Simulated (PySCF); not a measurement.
Polarisability and C₆ of Rh³⁺ (rhodium, charge +3)

[Kr] 4d6, high-spin 5D determinant. Calculation: PySCF 2.14, in aug-cc-pVTZ-PP with ECP28MDF (6s6p5d3f2g, 88 functions); scalar relativity through the core potential. Coupled (time-dependent) response in atomic units; α is the mean over directions.

```json
{"method": "wB97M-V", "mean α (bohr³)": "4.741", "α xx, yy, zz": "4.888, 4.888, 4.447", "C₆ (like pair)": "21.53", "S(−4)": "4.728"}
```

S(−4) is the Cauchy moment in α(ω) = α(0) + S(−4) ω² + …

Spin-orbit coupling is absent.

α(iu) at wB97M-V:

```json
{"u (hartree)": "0", "α(iu) (bohr³)": "4.741"}
{"u (hartree)": "0.0500", "α(iu) (bohr³)": "4.729"}
{"u (hartree)": "0.100", "α(iu) (bohr³)": "4.694"}
{"u (hartree)": "0.200", "α(iu) (bohr³)": "4.564"}
{"u (hartree)": "0.300", "α(iu) (bohr³)": "4.374"}
{"u (hartree)": "0.500", "α(iu) (bohr³)": "3.908"}
{"u (hartree)": "0.750", "α(iu) (bohr³)": "3.326"}
{"u (hartree)": "1.00", "α(iu) (bohr³)": "2.820"}
{"u (hartree)": "1.50", "α(iu) (bohr³)": "2.054"}
{"u (hartree)": "2.00", "α(iu) (bohr³)": "1.533"}
{"u (hartree)": "3.00", "α(iu) (bohr³)": "0.9172"}
{"u (hartree)": "5.00", "α(iu) (bohr³)": "0.4132"}
```

A single London oscillator, α(iu) = α/(1 + u²/ω²), gives C₆ = (3/4) ω α². Matching the computed C₆ needs ω = 4 × 21.53 / (3 × 4.741²) = 1.28 hartree.

For an ion, C₆ is the dispersion term alone; charge-induced terms of lower order in 1/R come first.

The components differ because the open shell of this determinant is not spherical; for a pure term their mean is the scalar polarisability.

Energies and moments cover only the electrons outside the core potential.
